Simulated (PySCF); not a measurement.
**Calcium: a sound run and one with changed settings**

Sound run: Ca [Ar] 4s2, Ca⁺ [Ar] 4s1. Computed with PySCF 2.14 in cc-pVDZ-X2C, with scalar relativity by spin-free X2C-1e. The sound run starts from symmetry-adapted Hartree-Fock orbitals and uses a fine grid where one is needed.

Changed run: 26 angular points. This setting is unsound on purpose.

| species | method | sound run (hartree) | changed run (hartree) | converged |
| --- | --- | --- | --- | --- |
| Ca | UHF | -679.62917 | -679.62917 | yes |
| Ca | M06-2X | -680.47437 | -680.47437 | yes |
| Ca | M06-L | -680.41546 | -680.41546 | yes |
| Ca⁺ | UHF | -679.44005 | -679.44005 | yes |
| Ca⁺ | M06-2X | -680.24238 | -680.24238 | yes |
| Ca⁺ | M06-L | -680.18959 | -680.18959 | yes |

Ionisation energy of Ca:

| method | sound run (eV) | changed run (eV) |
| --- | --- | --- |
| UHF | 5.146 | 5.146 |
| M06-2X | 6.313 | 6.313 |
| M06-L | 6.146 | 6.146 |

Here the setting changes nothing at the digits shown.

For comparison, NIST gives 6.113 eV between the lowest levels.
